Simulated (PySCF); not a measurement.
## Er(OH)3 relaxed at several levels

Computed with PySCF 2.14.0, def2-SVP on the ligands, density fitting, scalar-relativistic core potentials, no spin-orbit coupling, vacuum. Each row is relaxed at its own level from the same template. Distances are means of the shortest metal–ligand contacts, charges and spins Mulliken's; removal energies are rigid, with the ligand's formal charge and no counterpoise, so too large; for an anion taken off a cation in vacuum most of it is the attraction of opposite charges, and multiply charged cations can part far more cheaply with an electron moved from ligand to metal. lcecp potentials hold a fixed number of 4f electrons in the core, out of states, spins and gaps.

| level | basis on the metal | point group | M–OH (Å) | charge on M (e) | dipole (D) | removal of one OH (eV) | strongest infrared band, degenerate modes summed (cm⁻¹) | unstable modes (below −25 cm⁻¹) |
| --- | --- | --- | --- | --- | --- | --- | --- | --- |
| BP86 | lcecp-1-SVP with ECP57 | C3v, nearly planar | 2.032 | 0.85 | 0.11 | 11.41 | 352 | 0 |
| PBE0 | lcecp-1-SVP with ECP57 | D3h | 2.023 | 1.06 | 0.02 | 11.40 | 376 | 0 |

**Question.** What does the calculation give for PBE, lcecp-1-SVP with ECP57?

**Answer.** point group: C3v, nearly D3h, M–OH (Å): 2.032, charge on M (e): 0.84, dipole (D): 0.07, removal of one OH (eV): 11.51, strongest infrared band, degenerate modes summed (cm⁻¹): 348, unstable modes (below −25 cm⁻¹): 0.
```xyz
7

Er    0.0000    0.0000    0.1171
O     2.0315    0.0000    0.1399
H     2.9968    0.0000    0.1597
O    -1.0157    1.7593    0.1399
H    -1.4984    2.5953    0.1597
O    -1.0157   -1.7593    0.1399
H    -1.4984   -2.5953    0.1597
```

One start shape was tried for each, so a minimum needn't be the lowest isomer.
